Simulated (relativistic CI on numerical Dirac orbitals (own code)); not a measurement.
# Ni²⁺: K-alpha X-ray emission

Computed with this model: Dirac-Coulomb-Breit CI, KLI orbitals optimised for each configuration, model QED (radiative potential, 1s self-energy scaled to tabulated hydrogen-like ionisation energies), valence Slater integrals scaled by 0.8, multiplet model of X-ray emission after core ionisation; configurations [Ar] 3d8 → 1s 2s2 2p6 3s2 3p6 3d8 → [He] 2s2 2p5 3s2 3p6 3d8; 80 K; Lorentzian 1.26 eV and Gaussian 0.6 eV FWHM. Energies are those of the free ion, without screening or charge transfer. S is read from ⟨S²⟩ = S(S + 1).

Field parameters in Wybourne normalisation: D4h B²₀ = −7Ds, B⁴₀ = 21(Dq − Dt), B⁴₄ = 21√(5/14) Dq. The field is a parameter set, without covalency.

Computed curve for D4h, 10Dq = 20550, Ds = -1500, Dt = 270 cm⁻¹, scaled to 100 at the maximum (points under 2 are left out and the grid is thinned):

```
Energy (eV)  Intensity
     7453.6        2.1
     7454.0        2.5
     7454.6        3.2
     7455.0        3.8
     7455.4        4.5
     7455.8        5.5
     7456.4        8.0
     7456.8       10.9
     7457.2       15.3
     7457.6       20.4
     7458.2       25.3
     7458.6       32.4
     7459.0       47.9
     7459.6       62.2
     7460.0       55.4
     7460.4       42.0
     7460.8       26.5
     7461.4       12.5
     7461.8        8.4
     7462.2        6.1
     7462.6        4.6
     7463.2        3.4
     7463.6        2.8
     7464.0        2.5
     7464.6        2.1
     7468.2        2.0
     7468.6        2.2
     7469.0        2.5
     7469.6        3.1
     7470.0        3.7
     7470.4        4.5
     7470.8        5.4
     7471.4        6.9
     7471.8        7.9
     7472.2        9.2
     7472.6       11.2
     7473.2       17.0
     7473.6       22.4
     7474.0       26.0
     7474.6       28.3
     7475.0       31.1
     7475.4       33.6
     7475.8       37.0
     7476.4       58.1
     7476.8       80.4
     7477.2       90.4
     7477.6       95.3
     7478.2       93.8
     7478.6       64.7
     7479.0       37.9
     7479.6       18.3
     7480.0       12.5
     7480.4        9.1
     7480.8        7.0
     7481.4        4.9
     7481.8        4.1
     7482.2        3.4
     7482.6        2.9
     7483.2        2.3
     7483.6        2.0
```

The ground state has S = 1.00, and the centroid lies at 7470.99 eV.
